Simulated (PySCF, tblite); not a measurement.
Rigid-rotor lines calculated for a species of formula C3H9NO3Si2 (commonest isotopes; PBE0/pcSseg-1 in PySCF (dipole) on a GFN2-xTB geometry, gas phase), labelled J(Ka,Kc):

```csv
transition,MHz
"2(0,2) ← 1(0,1)",2380.9
"2(1,2) ← 1(1,1)",2336.0
"2(1,1) ← 1(1,0)",2427.7
"1(0,1) ← 0(0,0)",1190.9
"1(1,1) ← 0(0,0)",2860.3
```

Task: Find the rotational constants.

Result: 1(0,1) ← 0(0,0) is B + C, 2(1,1) ← 1(1,0) is 3B + C and 2(1,2) ← 1(1,1) is B + 3C, so B − C is half the difference of the last two, 45.8 MHz. 1(1,1) ← 0(0,0) is A + C. A = 2287.8, B = 618.4, C = 572.5 MHz.

Task: What moments of inertia, asymmetry and inertial defect follow?

Result: I = 505379 MHz·u·Å² over each constant: Ia = 220.90, Ib = 817.23, Ic = 882.71 u·Å²; κ = (2B − A − C)/(A − C) = -0.947 (near-prolate asymmetric top); Δ = Ic − Ia − Ib = -155.42 u·Å².

Task: Which dipole components do these lines need?

Result: μa and μb (a-type: ΔKa even, ΔKc odd; b-type: both odd). The calculation gives |μa| = 2.91 D, |μb| = 1.43 D, |μc| = 1.26 D.

Task: Where do these fall, and of which type are they? 4(2,2) ← 3(1,3); 4(2,3) ← 4(1,3); 4(1,3) ← 4(0,4); 4(4,0) ← 4(3,1); 4(3,1) ← 3(2,1); 3(3,0) ← 2(2,1); 4(0,4) ← 3(0,3).

Result: 
| transition | MHz | type | branch |
| --- | --- | --- | --- |
| 4(1,3) ← 4(0,4) | 1933 | b | Q |
| 4(0,4) ← 3(0,3) | 4754 | a | R |
| 4(2,3) ← 4(1,3) | 4849 | c | Q |
| 4(2,2) ← 3(1,3) | 9992 | b | R |
| 4(4,0) ← 4(3,1) | 11844 | b | Q |
| 3(3,0) ← 2(2,1) | 12035 | b | R |
| 4(3,1) ← 3(2,1) | 13223 | c | R |

Task: Which structure gave them?

Result: `C=NC[SiH2][Si@H](O)C(=O)O`, point group C1. Three constants can't fix a structure by themselves; this is the one that was computed:
```xyz
18
C3H9NO3Si2 angstrom
C     -2.800    1.188   -0.703
N     -1.703    0.583   -0.781
C     -1.586   -0.787   -0.424
Si    -0.490   -0.878    1.174
Si     1.280    0.549    0.734
O      0.932    1.376   -0.612
C      2.879   -0.447    0.357
O      3.000   -1.299   -0.488
O      3.891   -0.119    1.172
H     -3.740    0.715   -0.405
H     -2.829    2.239   -0.947
H     -2.559   -1.280   -0.296
H     -1.040   -1.291   -1.223
H     -0.246   -2.309    1.391
H     -1.366   -0.432    2.270
H      1.658    1.500    1.783
H      0.023    1.334   -0.959
H      4.688   -0.636    0.958
```

The values belong to one conformer (point group C1) with, in the numbering `[CH2:1]=[N:2][CH2:3][SiH2:4][Si@H:5]([OH:6])[C:7](=[O:8])[OH:9]`, C1–N2–C3–Si4 -112°, N2–C3–Si4–Si5 -45°, C3–Si4–Si5–O6 10°, Si4–Si5–O6–H 12°, Si4–Si5–C7–O8 55°. Its lowest GFN2-xTB frequency is 10 cm⁻¹, too small to tell a flat minimum from a shallow saddle. Zero-point vibration and centrifugal distortion are left out. Quadrupole hyperfine structure (14N) is left out.
